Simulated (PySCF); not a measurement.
Constitutional and geometric isomers with formula C2H2OSi. All species are isolated molecules in the gas phase. Strings in code marks are SMILES.

The four lowest singlet excitations (Tamm–Dancoff). These are PySCF with ωB97X-D3(BJ)/def2-TZVP // PBE0-D3(BJ)/def2-TZVP values and carry that method's errors. Excitations are Tamm–Dancoff values on a coarser integration grid. The basis has no diffuse functions, so Rydberg states are missing or too high.

| state | energy (eV) | wavelength (nm) | oscillator strength |
|---|---|---|---|
| S1 | 5.19 | 239 | 0.003 |
| S2 | 5.25 | 236 | 0.001 |
| S3 | 6.05 | 205 | 0.023 |
| S4 | 6.22 | 199 | 0.000 |

Q: Say which member gives these states.
(A) `O=C=C=[SiH2]`
(B) `O=[si]1cc1`
(C) `C#C[SiH]=O`

A: B, `O=[si]1cc1`
